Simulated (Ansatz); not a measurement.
Ideal-gas functions of `N#[C][Ga]([Cl])[Cl]` at 500 K and 1 bar, from an Ansatz frequency run at PBE0-D4/def2-TZVP.

Molar mass 166.65 g/mol, point group C2v (symmetry number 2), electronic degeneracy 1, moments of inertia 236.911, 253.317, 490.229 u Å². Harmonic wavenumbers (cm⁻¹, unscaled): 86, 113, 125, 266, 314, 399, 477, 503, 2329.

Use S(trans) = R[1.5 ln M + 2.5 ln T − 1.1517]; rotational temperatures θ = 24.2544 K / I; S(rot) = R[ln(√π/σ · √(T³/θAθBθC)) + 1.5]; for each mode x = 1.438777 ν̃/T, S = R[x/(eˣ − 1) − ln(1 − e⁻ˣ)] and H = RT x/(eˣ − 1); 1 cm⁻¹ = 0.0119627 kJ/mol; R = 8.31446 J/(mol·K).

Q: By hand: the entropy, in J/(mol·K).

A: Translation 183.4. Rotation: θ = 0.1024, 0.0957, 0.0495 K, giving 120.7. Vibration, mode by mode: 19.95, 17.69, 16.86, 10.74, 9.43, 7.61, 6.30, 5.93, 0.08, in all 94.6. Electronic 0.0. Sum 398.7 J/(mol·K).

Q: By hand: H − E and G − E in kJ/mol, counted from the electronic energy.

A: Zero-point energy ½ × 4612 × 0.0119627 = 27.6; thermal vibration 22.0; translation, rotation and pV give 4 RT = 16.6. H − E = 66.2 kJ/mol, and G − E = 66.2 − 500 × 398.7/1000 = -133.1 kJ/mol.

Vibration gives 24 % of the entropy, 54.5 J/(mol·K) of it from the modes under 150 cm⁻¹: soft modes count most, and the harmonic formula is weakest for them.
